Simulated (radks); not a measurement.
The bromine anion Br-, [Kr], held by a Watson sphere: a shell of charge +1 at radius R that stands for the Madelung well of a crystal (potential energy -1/R inside, -1/r outside, in hartree with lengths in bohr). Calculated with a radial shooting solver on a logarithmic mesh with Libxc functionals: scalar-relativistic Kohn-Sham, LDA (Slater exchange, Perdew-Wang correlation), spin-polarised, spherical densities, finite nucleus; Fermi nuclear charge, rms radius of each element as measured or else 0.836 A^(1/3) + 0.57 fm. Response by self-consistent Sternheimer equations with the Hartree and adiabatic LDA kernel, the relativistic mass of each level held fixed and spin-orbit coupling left out. The sphere does not respond.

R (bohr)  e(3d) (eV)  e(4s) (eV)  e(4p) (eV)  <r> 4p (bohr)  sum of <r^2> (bohr^2)  X-ray form factor at sin(theta)/lambda = 0.2 1/angstrom  alpha (bohr^3)
2.42         -65.643     -20.153      -8.229          2.147                  46.83                                                   27.858           25.96
3.05         -65.036     -19.176      -7.392          2.211                  49.18                                                   27.776           31.34
3.39         -64.695     -18.710      -6.950          2.237                  50.18                                                   27.756           34.35
3.59         -64.494     -18.455      -6.701          2.250                  50.70                                                   27.748           36.10
3.75         -64.333     -18.260      -6.508          2.259                  51.07                                                   27.744           37.47
3.87         -64.214     -18.119      -6.368          2.265                  51.33                                                   27.741           38.48
3.99         -64.097     -17.982      -6.231          2.270                  51.57                                                   27.739           39.48
4.35         -63.754     -17.597      -5.843          2.285                  52.21                                                   27.735           42.33
